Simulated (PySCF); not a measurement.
**MP2, SCS-MP2 and SOS-MP2 from spin components**

System: H₃O, charge +1, singlet, geometry from GFN2-xTB. Level: MP2/aug-cc-pVDZ (PySCF). Sums are taken with unrounded values, so a last digit can differ.

PySCF was given this input:
```python
from pyscf import gto, scf, mp

mol = gto.Mole()
mol.atom = '''
    O     0.07094020    0.00288768    0.03133554
    H    -0.02512652    0.80502202   -0.52984156
    H     0.02737561   -0.82471664   -0.49851471
    H    -0.56977067   -0.00340678    0.77767195
'''
mol.basis = 'aug-cc-pvdz'
mol.charge = 1
mol.verbose = 4
mol.build()

mf = scf.RHF(mol)
mf.kernel()

pt = mp.MP2(mf)
pt.kernel()
print('E(MP2) = %.10f' % pt.e_tot)
```

It gave an SCF energy of -76.317295 Eh, a same-spin correlation energy of -0.052968 Eh and an opposite-spin one of -0.162379 Eh.

Work out the MP2, SCS-MP2 (6/5 and 1/3) and SOS-MP2 (1.3 and 0) correlation and total energies.

MP2: -0.162379 + (-0.052968) = -0.215347 Eh, total -76.532642 Eh, as the program printed. SCS-MP2: 1.2 × (-0.162379) + (-0.052968)/3 = -0.212511 Eh, total -76.529806 Eh. SOS-MP2: 1.3 × (-0.162379) = -0.211093 Eh, total -76.528388 Eh. Opposite spins carry 75 % of the MP2 correlation; same-spin pairs are already kept apart by exchange.
